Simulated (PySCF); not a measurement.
Species: C3H7ClO2S.
Numbering: `[CH3:1][CH2:2][CH2:3][S:4](=[O:5])(=[O:6])[Cl:7]` (hydrogens: H8, H9, H10 on C1; H11, H12 on C2; H13, H14 on C3)

The same species was optimised twice, with GFN2-xTB and with PBE0-D3(BJ)/def2-SVP (PySCF), and the same property calculations (PySCF, gas phase) were run on both structures.

```
     coordinate  GFN2-xTB  PBE0-D3(BJ)/def2-SVP  change
     S4–Cl7 (Å)     2.043                 2.107  +0.064
      S4=O6 (Å)     1.426                 1.448  +0.022
      S4=O5 (Å)     1.427                 1.446  +0.019
      C3–S4 (Å)     1.805                 1.793  -0.012
      C2–C3 (Å)     1.510                 1.517  +0.007
      C1–C2 (Å)     1.524                 1.520  -0.004
   C2–C3–S4 (°)     109.9                 115.9    +6.0
   O5–S4–O6 (°)     118.5                 121.6    +3.1
   C1–C2–C3 (°)     112.1                 115.1    +3.0
   C3–S4–O6 (°)     113.0                 111.2    -1.8
  C3–S4–Cl7 (°)     101.1                  99.5    -1.6
   C3–S4–O5 (°)     109.6                 108.5    -1.1
  O5–S4–Cl7 (°)     106.4                 106.8    +0.4
  O6–S4–Cl7 (°)     106.5                 106.8    +0.3
C1–C2–C3–S4 (°)        76                    72      -4
C2–C3–S4–O5 (°)       176                   175      -1
```

Rotational constants: A = 2608, B = 1456, C = 1244 MHz (GFN2-xTB) against A = 2498, B = 1398, C = 1186 MHz (PBE0-D3(BJ)/def2-SVP). Point groups within 0.08 Å: C1 and C1.

On the GFN2-xTB structure: HOMO (eV) -9.04 [PBE0/pcSseg-1]; LUMO (eV) -1.43 [PBE0/pcSseg-1]; dipole (D) 4.26 [PBE0/pcSseg-1]; GIAO shielding of C1 (ppm) 173.2 [PBE0/pcSseg-1]; GIAO shielding of C2 (ppm) 166.4 [PBE0/pcSseg-1]; GIAO shielding of C3 (ppm) 114.6 [PBE0/pcSseg-1]; GIAO shielding of S4 (ppm) 145.8 [PBE0/pcSseg-1]; GIAO shielding of O5/O6 (mean) (ppm) 16.8 [PBE0/pcSseg-1]; GIAO shielding of Cl7 (ppm) 392.7 [PBE0/pcSseg-1].

Q: What do these properties become on the PBE0-D3(BJ)/def2-SVP structure?

A: 
```tsv
property	level	on GFN2-xTB	on PBE0-D3(BJ)/def2-SVP	change
HOMO (eV)	PBE0/pcSseg-1	-9.04	-9.10	-0.06
LUMO (eV)	PBE0/pcSseg-1	-1.43	-1.88	-0.45
dipole (D)	PBE0/pcSseg-1	4.26	4.29	+0.03
energy, GFN2-xTB geometry as zero (kcal/mol)	PBE0/pcSseg-1	0.0	-4.1	-4.1
GIAO shielding of C1 (ppm)	PBE0/pcSseg-1	173.2	171.5	-1.7
GIAO shielding of C2 (ppm)	PBE0/pcSseg-1	166.4	164.0	-2.4
GIAO shielding of C3 (ppm)	PBE0/pcSseg-1	114.6	112.0	-2.6
GIAO shielding of S4 (ppm)	PBE0/pcSseg-1	145.8	119.9	-25.9
GIAO shielding of O5/O6 (mean) (ppm)	PBE0/pcSseg-1	16.8	-11.1	-27.9
GIAO shielding of Cl7 (ppm)	PBE0/pcSseg-1	392.7	324.9	-67.8
```

The heavy atoms differ by 0.064 Å rms after alignment. Among bonds between heavy atoms S4–Cl7 changes most (+0.064 Å). Changes are differences of the printed values. Neither structure is proved a minimum here.

Shape of the structure used: `[CH3:1][CH2:2][CH2:3][S:4](=[O:5])(=[O:6])[Cl:7]`: C1–C2–C3–S4 72°, C2–C3–S4–O5 175°.
